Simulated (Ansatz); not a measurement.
Cd(SiH3)(OSiH3) (CdH6OSi2), SMILES [SiH3][O][Cd][SiH3].

The structure is a stationary point at B3LYP-D3(BJ)/def2-SVP. The structure was generated by enumeration; whether it is a known compound was not checked. The def2 effective core potentials stand for the cores of Cd; spin–orbit coupling is left out. Other conformers were not sampled.

Two levels are set side by side: PBE/def2-SVPD (Ansatz, a first-principles code) and CAM-B3LYP/def2-SVPD (Ansatz). Energy differences of separate SCF runs at the same geometry; the states with an electron removed or added have multiplicity 2 and 2. Differences are taken from unrounded values.

```json
[
 {"quantity": "vertical ionisation energy (eV)", "CAM-B3LYP": "9.84"},
 {"quantity": "vertical singlet–triplet gap (eV)", "CAM-B3LYP": "5.35"}
]
```

Q: What does PBE give, and how far is it from CAM-B3LYP? (Estimate from the structure and the level; the computed values follow.)

A: 
| quantity | PBE | PBE minus CAM-B3LYP |
|---|---|---|
| vertical ionisation energy (eV) | 9.18 | -0.66 |
| vertical singlet–triplet gap (eV) | 4.66 | -0.70 |
